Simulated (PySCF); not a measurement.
Excitation energy of P⁺ by level of theory

P⁺ [Ne] 3s2 3p2 (3P) → P⁺ [Ne] 3s1 3p3 (5S), as a difference of total energies. Computed with PySCF 2.14 in aug-cc-pVDZ-DK, with scalar relativity by spin-free X2C-1e. Correlated levels: valence: [Ne] frozen. The calculations carry no spin-orbit coupling.

```json
{"method": "UHF", "excitation energy (eV)": "4.007", "error (eV)": "-1.620"}
{"method": "LDA", "excitation energy (eV)": "5.901", "error (eV)": "+0.274"}
{"method": "PBE", "excitation energy (eV)": "5.778", "error (eV)": "+0.151"}
{"method": "PBE0", "excitation energy (eV)": "5.573", "error (eV)": "-0.054"}
{"method": "r2SCAN", "excitation energy (eV)": "5.004", "error (eV)": "-0.623"}
{"method": "LC-wPBE", "excitation energy (eV)": "5.465", "error (eV)": "-0.162"}
{"method": "B97-3", "excitation energy (eV)": "6.041", "error (eV)": "+0.414"}
{"method": "TPSS", "excitation energy (eV)": "5.724", "error (eV)": "+0.097"}
{"method": "MP2 (valence)", "excitation energy (eV)": "4.888", "error (eV)": "-0.739"}
{"method": "SCS-MP2 (valence)", "excitation energy (eV)": "5.289", "error (eV)": "-0.338"}
```

Reference: 5.627 eV (measured; NIST levels, between the centres of gravity of the two terms).

Errors of the correlated levels include the incompleteness of this basis and the frozen core.
